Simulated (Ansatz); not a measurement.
Stepwise reaction of `[SH][Ga]([SH])[SH]` with hydrogen fluoride, as a gas-phase model of exchange steps in deposition or etching. ΔE in kJ/mol; ΔG adds harmonic PBE0-D4 terms to CCSD(T)/CBS, at 1 bar.

Calculated with Ansatz (gas phase, PBE0-D4/def2-TZVP geometries, no zero-point term in ΔE). CCSD(T)/CBS adds triple-zeta CCSD(T) − MP2 to the extrapolated MP2 energy (def2 sets, frozen cores). This one scheme is used for every species. Functionals use def2-TZVPP. B3LYP here is the variant with VWN-RPA as its local correlation; programs differ in this. For Ga outer-core shells are correlated without core-valence functions, which leaves a few kJ/mol of doubt a bond. Scalar relativity is left out up to krypton. One conformer a species, not always the lowest.

| step | reaction | PBE-D4 | B3LYP-D4 | ωB97M-V | CCSD(T)/CBS | ΔG(500 K) |
| --- | --- | --- | --- | --- | --- | --- |
| 1 | `[SH][Ga]([SH])[SH]` + H–F → `[F][Ga]([SH])[SH]` + H₂S | 7.6 | 1.4 | 0.4 | 10.5 | 2.0 |
| 2 | `[F][Ga]([SH])[SH]` + H–F → `[F][Ga]([F])[SH]` + H₂S | 16.5 | 10.0 | 9.1 | 17.8 | 7.6 |
| 3 | `[F][Ga]([F])[SH]` + H–F → `[F][Ga]([F])[F]` + H₂S | 30.8 | 24.3 | 23.3 | 30.3 | 27.0 |

Question: By hand: ΔE of the 3 steps together at CCSD(T)/CBS.

Answer: (10.5) + (17.8) + (30.3) = 58.6 kJ/mol, or 19.5 kJ/mol a step.

In ΔE each step is higher than the one before. All are uphill at CCSD(T)/CBS. ΔG lies between 2.0 and 27.0 kJ/mol a step. PBE-D4 differs from CCSD(T)/CBS by -2.9 to 0.5 kJ/mol a step. Isolated molecules leave out the surface, adducts and barriers. Largest T1 diagnostic: 0.015.
